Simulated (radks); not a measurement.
Question: All-electron atom: Br+ in [Ar] 3d10 4s2 4p4. All-electron calculation, scalar-relativistic Kohn-Sham, PBEsol, spin-unpolarised, spherical densities, point nucleus. Program: a radial shooting solver on a logarithmic mesh with Libxc functionals. Some entries of the table are withheld. Estimate them.

orbital,occ.,eigenvalue (hartree),<r^2> (bohr^2),r(max) (bohr)
1s,2,-489.4782,0.002463,(1)
2s,2,-64.05788,0.04241,0.1593
2p,6,-56.56275,0.03353,(2)
3s,2,-9.14513,0.3503,0.4843
3p,6,-6.77926,0.3732,0.4813
3d,10,-2.86325,0.4319,(3)
4s,2,-1.11730,3.044,1.405
4p,4,-0.64220,4.441,1.624

Answer: 
(1) 1s r(max) (bohr): 0.02793
(2) 2p r(max) (bohr): 0.1275
(3) 3d r(max) (bohr): 0.4305
